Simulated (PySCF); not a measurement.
FeO₄, SMILES [O]1[O][Fe]1(=[O])=[O], multiplicity 1. The structure is a stationary point at PBE-D3(BJ)/def2-SVP. The spin state was assumed, not searched.

The numbers are results of PBE-D3(BJ)/def2-SVP in PySCF, not measurements.

Harmonic wavenumbers (cm⁻¹): 243, 256, 324, 325, 558, 578, 990, 1027, 1039. Rotational constants (GHz): 6.935, 4.368, 3.188; symmetry number 2.

### Question
Work out the zero-point energy and the ideal-gas rigid-rotor harmonic-oscillator thermochemistry at 298.15 K and 1 atm.

### Answer
ZPE = ½ Σ hcν = ½ × 5339 cm⁻¹ = 31.94 kJ/mol. H − E(el) = 47.67 kJ/mol. Entropy in J/(mol K): translation 168.44, rotation 101.40, vibration 30.65, total 300.48. G − E(el) = -41.92 kJ/mol. Cp = 75.33 J/(mol K).
